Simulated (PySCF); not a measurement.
Si(Me)(SH)3 (CH6S3Si), SMILES C[Si](S)(S)S. The structure is a stationary point at PBE-D3(BJ)/def2-SVP. The values are those of a single conformer.

Computed equilibrium geometry at PBE-D3(BJ)/def2-SVP (PySCF confirms it by a frequency run) as a Z-matrix (one conformer of several):
```
Si
C 1 1.8783
H 2 1.1080 1 109.99
H 2 1.1086 3 108.68 1 -120.45
H 2 1.1091 3 108.63 4 -118.08
S 1 2.1583 2 105.63 3 -177.65
H 6 1.3626 1 93.77 2 -175.70
S 1 2.1602 2 114.14 3 -60.66
H 8 1.3649 1 94.02 2 75.31
S 1 2.1664 2 111.33 3 57.52
H 10 1.3646 1 94.06 2 44.82
```
